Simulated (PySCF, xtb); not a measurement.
CH3F4Nb, SMILES [CH3][Nb]([F])([F])([F])[F], multiplicity 1.

GFN2-xTB (xtb) at its own geometry gives an orbital gap of 3.67 eV and a dipole moment of 2.41 D.

The structure is a stationary point at r2SCAN-D4/def2-SVP. The multiplicity is an assumed one; no other spin state was optimised. The structure was generated by enumeration; whether it is a known compound was not checked. The def2 effective core potentials stand for the cores of Nb; spin–orbit coupling is left out.

What does PySCF with PBE/def2-TZVP give? (The exact figures need the calculation; the answer reports its results.)

gap 4.08 eV (levels -8.02 and -3.94 eV), dipole 1.59 D.
